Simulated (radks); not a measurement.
A nucleus of charge 45.8 with 44 electrons, configuration [Kr] 4d8.

Method: scalar-relativistic Kohn-Sham, BLYP, spin-polarised, spherical densities, finite nucleus; open shells are filled with parallel spins first (spin-orbit coupling, left out, can overturn this in heavy ions); Fermi nuclear charge, rms radius 4.4945 fm; computed with a radial shooting solver on a logarithmic mesh with Libxc functionals.

Energy parts (Ry):
total: -9984.94876
kinetic: 10353.85889
electron-nucleus: -24052.80026
Hartree: 3999.48049
exchange-correlation: -285.48788

Orbitals (lengths in bohr, moments of r in powers of bohr; <r^-3> diverges for s and p1/2; r(90%) holds 90 % of the orbital's charge):
orbital  occ.  eigenvalue (Ry)  <r^-3>  r(90%)     <r^2>
1s up       1        -1761.257       -  0.0574  0.001384
1s down     1        -1761.257       -  0.0574  0.001384
2s up       1        -258.1609       -   0.215   0.02279
2s down     1        -258.1358       -   0.215   0.02279
2p up       3        -231.6319    3452   0.197   0.01795
2p down     3        -231.6129    3453   0.197   0.01794
3s up       1        -47.74403       -   0.562    0.1667
3s down     1        -47.73121       -   0.562    0.1666
3p up       3        -39.02650   607.4   0.574    0.1688
3p down     3        -39.01193   607.2   0.574    0.1687
3d up       5        -25.15470   82.60   0.571    0.1549
3d down     5        -25.13212   82.59   0.571    0.1548
4s up       1         -7.84384       -    1.38     1.022
4s down     1         -7.73927       -    1.38     1.020
4p up       3         -5.35191   98.37    1.54     1.245
4p down     3         -5.24368   98.77    1.54     1.245
4d up       5         -1.82903   7.839    2.22     2.357
4d down     3         -1.72771   7.739    2.26     2.426

The highest occupied level is 4d down at -23.507 eV. The spin density at the nucleus is -1.553 e/bohr^3 (1s -0.035, 2s -0.663, 3s 0.284, 4s -1.140). The electron density at the nucleus is 1.336e+05 e/bohr^3 (large components only). Summed over all electrons, <r^2> = 31.62 bohr^2, which gives a Langevin (diamagnetic) susceptibility term of -25 x 10^-6 cm^3/mol. Spin moment in Bohr magnetons: 2. The density falls to 0.001 e/bohr^3 at r = 3.45 bohr.
